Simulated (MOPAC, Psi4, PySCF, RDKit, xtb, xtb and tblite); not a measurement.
Two geometries of SMILES O=CCCc1ccco1, singlet, relaxed at GFN2-xTB with one dihedral held; other torsions can differ between them too.

Structure A

```
17

O     -3.8479     0.1032    -0.0723
C     -2.6689     0.1734    -0.2675
C     -1.7277    -0.9994    -0.3103
C     -0.5131    -0.7636     0.6107
C     -0.8707     0.1003     1.7758
C     -1.5541    -0.1605     2.9266
C     -1.6169     1.0632     3.6376
C     -0.9684     1.9748     2.8672
O     -0.5134     1.4028     1.7383
H     -2.1738     1.1481    -0.4458
H     -1.3956    -1.1373    -1.3411
H     -2.2770    -1.8901    -0.0005
H      0.2782    -0.2545     0.0569
H     -0.1301    -1.7229     0.9587
H     -1.9620    -1.1027     3.2299
H     -2.0813     1.2331     4.5869
H     -0.7678     3.0188     3.0025
```

Structure B

```
17

O     -1.9590     1.4185     0.2143
C     -2.3008     0.4812    -0.4477
C     -1.7057    -0.8943    -0.3950
C     -0.5652    -1.0032     0.6228
C      0.0043    -2.3788     0.6517
C      1.1782    -2.8855     0.1788
C      1.1598    -4.2730     0.4690
C     -0.0243    -4.5058     1.0924
O     -0.7315    -3.3677     1.2070
H     -3.1251     0.5701    -1.1850
H     -1.3532    -1.1493    -1.3986
H     -2.5045    -1.5991    -0.1486
H     -0.9524    -0.7416     1.6099
H      0.2210    -0.2933     0.3658
H      1.9606    -2.3410    -0.3088
H      1.9228    -4.9891     0.2431
H     -0.4651    -5.3986     1.4890
```

Task: Which is lower in energy at the level Psi4 with B3LYP-D3(BJ)/def2-SVP // GFN2-xTB, and by how much?

Result: B is lower, by 18.56 kJ/mol (dihedral C2–C3–C4–C5: 30° in A, 180° in B).

E(B) − E(A) in kJ/mol at the other levels, on the same two geometries: GFN2-xTB (xtb and tblite) -6.46; MMFF94 // GFN2-xTB (RDKit) -20.17; B3LYP/def2-SVP // GFN2-xTB (Psi4) -22.99; PBE/def2-SVP // GFN2-xTB (Psi4) -21.88; PBE-D3(BJ)/def2-SVP // GFN2-xTB (Psi4) -19.14; UFF // GFN2-xTB (RDKit) -18.25; PM6, restricted, heats of formation // GFN2-xTB (MOPAC) -6.09; AM1, restricted, heats of formation // GFN2-xTB (MOPAC) -11.17; GFN1-xTB // GFN2-xTB (xtb) -7.96; restricted B3LYP/6-31G*, spherical d, density fitting // GFN2-xTB (PySCF) -21.74; restricted MP2 (frozen core)/6-31G*, spherical d // GFN2-xTB (PySCF) -16.88; restricted M06-2X/6-31G*, spherical d, density fitting // GFN2-xTB (PySCF) -18.80.
